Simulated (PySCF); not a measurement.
## Telling isomers of C5H6FN apart by NMR

- geometry: GFN2-xTB
- GIAO PBE0/pcSseg-1 shieldings
- run in PySCF 2.14.0 with density-fitted response routines
- one averaged value for each set of equivalent atoms, gas phase, non-relativistic, single conformer

Shifts are taken against calculated references (same method and geometry level): $^{1}$H and $^{13}$C against TMS. Splittings of carbon signals by F and P are missing where no couplings were computed. Where no couplings were computed, multiplicities follow the n + 1 count of equivalent neighbours, and m marks all less simple cases (inequivalent or close neighbours, rings, F or P nearby). Shifts are as computed. Against solution values, carbons near 30 ppm lie about +3 ppm off and those near 130 ppm about +5 ppm. Of 1211 compounds with measured shifts, 218 miss one by over three times the rms of a fit or turn the order of signals round; such compounds aren't used in these exercises. OH and NH positions are gas-phase values without hydrogen bonding to other molecules.

(1) Tabulate the signals of `FCc1ccc[nH]1`, `Cn1cccc1F` and their relative energies.

(2) What is the quickest way to tell FCc1ccc[nH]1 from Cn1cccc1F?

Results:

(1) 
```json
{"SMILES": "FCc1ccc[nH]1", "carbon types": "1×C 3×CH 1×CH2", "δC": "130.3, 122.4, 114.6, 113.5, 81.3", "δH": "7.96 (br s, 1H), 6.84 (m, 1H), 6.41 (m, 1H), 6.36 (m, 1H), 5.67 (m, 2H)", "E rel. (kcal/mol)": "0.0"}
{"SMILES": "Cn1cccc1F", "carbon types": "1×C 3×CH 1×CH3", "δC": "154.6, 114.4, 111.2, 90.8, 31.0", "δH": "6.26 (m, 1H), 6.15 (m, 1H), 5.66 (m, 1H), 3.61 (s, 3H)", "E rel. (kcal/mol)": "6.1"}
```

Energies are electronic energies at PBE0/pcSseg-1 on these geometries, without zero-point or thermal terms, each for the one conformer computed, which needn't be the lowest.

(2) Both give the same number of carbon signals, but DEPT or the intensities differ. The first has an sp3 CH2 bonded to F, on an aromatic ring at 81.3 ppm, the second a methyl carbon bonded to N (CH3) at 31.0 ppm. Their most deshielded carbons lie at 130.3 and 154.6 ppm. In the proton spectra the most deshielded non-exchanging signals are 6.84 (m, 1H) and 6.26 (m, 1H).
